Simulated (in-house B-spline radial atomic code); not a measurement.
**RPA and G0W0 on LC-wPBE: the tin ion Sn⁴⁺**

Configuration [Kr] 4d10, mean-field start LC-wPBE. Computed with a B-spline radial code for spherical atoms: all electrons, non-relativistic, point nucleus, each spin shell either full or empty, empty states to l = 9 with an (l + 1/2)⁻⁴ tail; G0W0 by contour deformation at full frequency.

Without relativity these are model numbers: it shifts the levels of so heavy an element strongly and can reorder them.

Command:
```bash
python run_gw.py task.json out
```
Settings (radii: box in bohr, nucleus in fm):
```
Z                        50
electrons                46
configuration            [Kr] 4d10
hamiltonian              nr
method                   lc_wpbe
lmax                     9
spin_polarised           False
box_radius               11.96
intervals                52
```

Run time, properties included: 2.5 s on 1 thread of AMD EPYC 7R43 64-Core Processor (shared host).

Energies (hartree):

```json
{"term": "mean-field total", "value": "-6021.48435"}
{"term": "Hartree-Fock functional on these orbitals", "value": "-6019.75480"}
{"term": "direct second order", "value": "-3.9076"}
{"term": "second-order exchange", "value": "1.0813"}
{"term": "SOSEX correction", "value": "1.017"}
```

(1) What is the RPA correlation energy, and what remains with SOSEX?

Quasi-particle levels (eV):

| level | occupied | mean field | Σx - vxc | Σc | QP weight | G0W0 |
| --- | --- | --- | --- | --- | --- | --- |
| 4d | yes | -73.78 | -4.61 | ? | ? | ? |
| 3d | yes | -527.97 | -35.31 | 15.09 | 0.858 | -548.18 |
| 5s | no | -40.04 | 2.37 | -1.71 | 0.984 | -39.38 |

G0W0 = mean field + (Σx - vxc) + Σc, with Σc (partial-wave tail included) taken at the quasi-particle energy. Only the outer levels were computed. Levels of low weight are left out.

(2) Where does G0W0 put 4d?

## Answers

(1) RPA gives -3.4931 hartree (-2.07 eV per electron); RPA + SOSEX gives -2.4761, and the second-order doubles -2.8263 hartree (no singles). SOSEX takes back 29 % of the RPA value.

(2) At -78.35 eV, with Σc = 0.04 eV and a quasi-particle weight of 0.960. The tabulated removal energy is 77.03 ± 0.04 eV (NIST, measured); the calculation leaves out relativity, Breit and QED terms, and what these don't explain is the method's own error.
